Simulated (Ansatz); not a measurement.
`C[S][Al]([Cl])[Cl]` and `[SH][Al]([Cl])[Cl]` differ in one atom or group.

Ansatz, PBE0-D4/def2-TZVP geometries, multiplicity 1. Each molecule was computed in one conformer, which needn't be the lowest.

| property | `C[S][Al]([Cl])[Cl]` |
| --- | --- |
| zero-point energy (PBE0-D4/def2-TZVP) / kJ/mol | 112.1 |
| LUMO energy (PBE0/def2-TZVPP) / eV | -0.88 |
| HOMO–LUMO gap (B3LYP/def2-TZVPP) / eV | 6.21 |
| LUMO energy (B3LYP/def2-TZVPP) / eV | -1.12 |
| ideal-gas entropy at 298 K and 1 bar (rigid rotor, harmonic PBE0-D4/def2-TZVP) / J/(mol·K) | 393 |
| HOMO energy (PBE0/def2-TZVPP) / eV | -7.59 |

Problem. Give the same properties after the change, and the shifts. (Best estimate.)

Solution. Ansatz gave: 
```json
{"property": "zero-point energy (PBE0-D4/def2-TZVP) / kJ/mol", "`[SH][Al]([Cl])[Cl]`": "34.1", "shift": "-78.0"}
{"property": "LUMO energy (PBE0/def2-TZVPP) / eV", "`[SH][Al]([Cl])[Cl]`": "-1.01", "shift": "-0.13"}
{"property": "HOMO–LUMO gap (B3LYP/def2-TZVPP) / eV", "`[SH][Al]([Cl])[Cl]`": "6.72", "shift": "0.51"}
{"property": "LUMO energy (B3LYP/def2-TZVPP) / eV", "`[SH][Al]([Cl])[Cl]`": "-1.26", "shift": "-0.14"}
{"property": "ideal-gas entropy at 298 K and 1 bar (rigid rotor, harmonic PBE0-D4/def2-TZVP) / J/(mol·K)", "`[SH][Al]([Cl])[Cl]`": "339", "shift": "-54"}
{"property": "HOMO energy (PBE0/def2-TZVPP) / eV", "`[SH][Al]([Cl])[Cl]`": "-8.26", "shift": "-0.67"}
```

With PBE0 the HOMO falls by 0.67 eV and the LUMO falls by 0.13 eV, so the gap widens by about 0.54 eV. PBE moves the HOMO by -0.63 eV and ωB97M-V by -0.69 eV. The zero-point energy changes by -78.0 kJ/mol with -9 modes. Modes under 60 cm⁻¹, often nearly free rotors, make the harmonic entropy too high.

B3LYP here is the variant with VWN-RPA as its local correlation; programs differ in this.
